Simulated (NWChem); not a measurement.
Molecule: C2H4ClFSi; SMILES C=C[SiH](F)Cl

```xyz
9

Si     0.3503    -0.0696     0.3424
F      1.9259    -0.3690     0.1100
Cl    -0.6664    -1.6890    -0.4172
C     -0.1486     1.4725    -0.5409
C     -0.6144     2.5335     0.1291
H      0.1082     0.0287     1.8017
H     -0.0710     1.5212    -1.6342
H     -0.7143     2.5321     1.2210
H     -0.9204     3.4551    -0.3781
```
Atoms are numbered in this order, from 1.

Computed with NWChem. Geometry: optimised at PBE0/def2-SVP. Level: PBE0/def2-SVP with SMD (1 M gas to 1 M solution), gas-phase geometry. Reactions with the solvent are ignored.

Problem. Estimate the computed values for solvent water. Quantities: solvation free energy (kcal/mol); cavity-dispersion-structure term (kcal/mol); dipole in solution (D).

Solution. The solvation free energy (kcal/mol) comes out as 0.5. The cavity-dispersion-structure term (kcal/mol) comes out as 4.0 and the dipole in solution (D) is 3.15.
